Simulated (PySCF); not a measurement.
Isomers of C5H6F4O, mass 158.035 u with the commonest isotopes. Theory: PBE0/pcSseg-1 in PySCF (dipole) on a GFN2-xTB geometry, gas phase. One conformer each, none proved a minimum here; rigid rotors.

Question: Order these by dipole moment, largest first.
A. `[F:1][C@@H:2]1[CH2:3][CH2:4][O:5][C@H:6]1[C:7]([F:8])([F:9])[F:10]` with F1–C2–C3–C4 -134°, C2–C3–C4–O5 31°, C3–C4–O5–C6 -35°, C4–O5–C6–C7 -97°
B. `[CH2:1]=[CH:2][C@@H:3]([O:4][CH:5]([F:6])[F:7])[CH:8]([F:9])[F:10]` with C1–C2–C3–O4 130°, C2–C3–O4–C5 -71°, C3–O4–C5–F6 82°, C2–C3–C8–F9 166°
C. `[F:1][C@@H:2]1[O:3][CH2:4][C@H:5]1[CH2:6][C:7]([F:8])([F:9])[F:10]` with C4–C5–C6–C7 -79°
D. `[CH3:1][C@@H:2]([CH2:3][C:4]([F:5])([F:6])[F:7])[C:8](=[O:9])[F:10]` with C1–C2–C3–C4 -159°, C1–C2–C8–O9 -98°
E. `[CH3:1][C@H:2]([CH2:3][C:4](=[O:5])[F:6])[C:7]([F:8])([F:9])[F:10]` with C1–C2–C3–C4 65°, C2–C3–C4–O5 -129°
F. `[CH3:1]/[C:2](=[CH:3]/[CH2:4][F:5])[O:6][C:7]([F:8])([F:9])[F:10]` with C2–C3–C4–F5 -164°, C1–C2–O6–C7 -36°

Answer: D (3.74 D), A (2.50 D), B (2.16 D), F (1.98 D), C (1.44 D), E (0.94 D).

Question: Order these by rotational constant A, largest first.
A. `[F:1][C@@H:2]1[CH2:3][CH2:4][O:5][C@H:6]1[C:7]([F:8])([F:9])[F:10]` with F1–C2–C3–C4 -134°, C2–C3–C4–O5 31°, C3–C4–O5–C6 -35°, C4–O5–C6–C7 -97°
B. `[CH3:1]/[C:2](=[CH:3]/[CH2:4][F:5])[O:6][C:7]([F:8])([F:9])[F:10]` with C2–C3–C4–F5 -164°, C1–C2–O6–C7 -36°
C. `[F:1][C@@H:2]1[O:3][CH2:4][C@H:5]1[CH2:6][C:7]([F:8])([F:9])[F:10]` with C4–C5–C6–C7 -79°
D. `[CH2:1]=[CH:2][C@@H:3]([O:4][CH:5]([F:6])[F:7])[CH:8]([F:9])[F:10]` with C1–C2–C3–O4 130°, C2–C3–O4–C5 -71°, C3–O4–C5–F6 82°, C2–C3–C8–F9 166°
E. `[CH3:1][O:2]/[C:3]([F:4])=[CH:5]/[CH2:6][C:7]([F:8])([F:9])[F:10]` with C1–O2–C3–F4 -1°, C3–C5–C6–C7 116°
F. `[CH3:1][C@H:2]([CH2:3][C:4](=[O:5])[F:6])[C:7]([F:8])([F:9])[F:10]` with C1–C2–C3–C4 65°, C2–C3–C4–O5 -129°
G. `[CH3:1][C@@H:2]([CH2:3][C:4]([F:5])([F:6])[F:7])[C:8](=[O:9])[F:10]` with C1–C2–C3–C4 -159°, C1–C2–C8–O9 -98°

Answer: E (3273 MHz), C (2840 MHz), F (2523 MHz), B (2351 MHz), G (2134 MHz), A (1987 MHz), D (1869 MHz).

Question: Order these by rotational constant C, largest first.
A. `[CH3:1][O:2]/[C:3]([F:4])=[CH:5]/[CH2:6][C:7]([F:8])([F:9])[F:10]` with C1–O2–C3–F4 -1°, C3–C5–C6–C7 116°
B. `[CH3:1][C@@H:2]([CH2:3][C:4]([F:5])([F:6])[F:7])[C:8](=[O:9])[F:10]` with C1–C2–C3–C4 -159°, C1–C2–C8–O9 -98°
C. `[F:1][C@@H:2]1[O:3][CH2:4][C@H:5]1[CH2:6][C:7]([F:8])([F:9])[F:10]` with C4–C5–C6–C7 -79°
D. `[CH3:1]/[C:2](=[CH:3]/[CH2:4][F:5])[O:6][C:7]([F:8])([F:9])[F:10]` with C2–C3–C4–F5 -164°, C1–C2–O6–C7 -36°
E. `[F:1][C@@H:2]1[CH2:3][CH2:4][O:5][C@H:6]1[C:7]([F:8])([F:9])[F:10]` with F1–C2–C3–C4 -134°, C2–C3–C4–O5 31°, C3–C4–O5–C6 -35°, C4–O5–C6–C7 -97°
F. `[CH3:1][C@H:2]([CH2:3][C:4](=[O:5])[F:6])[C:7]([F:8])([F:9])[F:10]` with C1–C2–C3–C4 65°, C2–C3–C4–O5 -129°

Answer: E (904.3 MHz), B (763.9 MHz), F (694.1 MHz), C (640.3 MHz), D (613.3 MHz), A (562.5 MHz).

| SMILES | point group | Ia (u·Å²) | Ib (u·Å²) | Ic (u·Å²) | κ | μa (D) | μb (D) | μc (D) |
| --- | --- | --- | --- | --- | --- | --- | --- | --- |
| C[C@H](CC(=O)F)C(F)(F)F | C1 | 200.32 | 710.36 | 728.07 | -0.98 | 0.84 | 0.33 | 0.28 |
| C/C(=C/CF)OC(F)(F)F | C1 | 214.92 | 708.08 | 824.04 | -0.88 | 0.01 | 1.91 | 0.50 |
| C[C@@H](CC(F)(F)F)C(=O)F | C1 | 236.77 | 593.32 | 661.54 | -0.87 | 0.53 | 3.69 | 0.26 |
| F[C@@H]1OC[C@H]1CC(F)(F)F | C1 | 177.93 | 730.80 | 789.28 | -0.95 | 0.80 | 0.19 | 1.18 |
| C=C[C@@H](OC(F)F)C(F)F | C1 | 270.38 | 585.36 | 810.98 | -0.61 | 0.55 | 1.90 | 0.88 |
| F[C@@H]1CCO[C@H]1C(F)(F)F | C1 | 254.33 | 449.67 | 558.84 | -0.59 | 2.01 | 0.84 | 1.23 |
| CO/C(F)=C/CC(F)(F)F | C1 | 154.39 | 863.53 | 898.47 | -0.98 | 3.51 | 0.52 | 0.81 |
